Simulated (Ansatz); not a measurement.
Reaction (formal exchange of groups at the Si–Ge bond): `F[C@@H]1[O][Ge@H]1[SiH3]` + `C=NCC` → `C=NC[SiH3]` + `[CH3][Ge@H]1[O][C@@H]1F`

Calculated with Ansatz (gas phase, PBE0-D4/def2-TZVP geometries, no zero-point term in ΔE). CCSD(T)/CBS adds triple-zeta CCSD(T) − MP2 to the extrapolated MP2 energy (def2 sets, frozen cores). For Ge outer-core shells are correlated without core-valence functions, which leaves a few kJ/mol of doubt a bond. Scalar relativity is left out up to krypton. One conformer a species, not always the lowest.

```json
{"species": "`F[C@@H]1[O][Ge@H]1[SiH3]`", "CCSD(T)/CBS(def2) energy (Eh)": "-2581.16762"}
{"species": "`C=NCC`", "CCSD(T)/CBS(def2) energy (Eh)": "-173.04228"}
{"species": "`C=NC[SiH3]`", "CCSD(T)/CBS(def2) energy (Eh)": "-424.05510"}
{"species": "`[CH3][Ge@H]1[O][C@@H]1F`", "CCSD(T)/CBS(def2) energy (Eh)": "-2330.15354"}
```

Work out ΔE.

ΔE = (-424.05510) + (-2330.15354) − (-2581.16762) − (-173.04228) = 0.00126 Eh = +0.8 kcal/mol.

Largest T1 diagnostic among the species: 0.016.
